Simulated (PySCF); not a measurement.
## Polarisability and C₆ of S⁻ (sulfur, charge -1)

[Ne] 3s2 3p5, 2P determinant. All numbers are calculated (PySCF 2.14, no relativity, point nucleus, in aug-cc-pV(5+d)Z (8s7p6d4f3g2h, 136 functions)). Coupled (time-dependent) response in atomic units; α is the mean over directions.

```tsv
method	mean α (bohr³)	α xx, yy, zz	C₆ (like pair)	S(−4)
UHF	45.48	36.35, 50.05, 50.05	455.0	752.2
MN15	57.20	45.91, 62.84, 62.84	602.4	1361
```

S(−4) is the Cauchy moment in α(ω) = α(0) + S(−4) ω² + …

α(iu) at UHF:

```csv
u (hartree),α(iu) (bohr³)
0,45.48
0.0500,43.72
0.100,39.46
0.200,29.69
0.300,22.00
0.500,12.88
0.750,7.506
1.00,4.858
1.50,2.495
2.00,1.521
3.00,0.7522
5.00,0.3156
```

A single London oscillator, α(iu) = α/(1 + u²/ω²), gives C₆ = (3/4) ω α². Matching the computed C₆ needs ω = 4 × 455.0 / (3 × 45.48²) = 0.293 hartree.

For an ion, C₆ is the dispersion term alone; charge-induced terms of lower order in 1/R come first.

The components differ because the open shell of this determinant is not spherical; for a pure term their mean is the scalar polarisability.
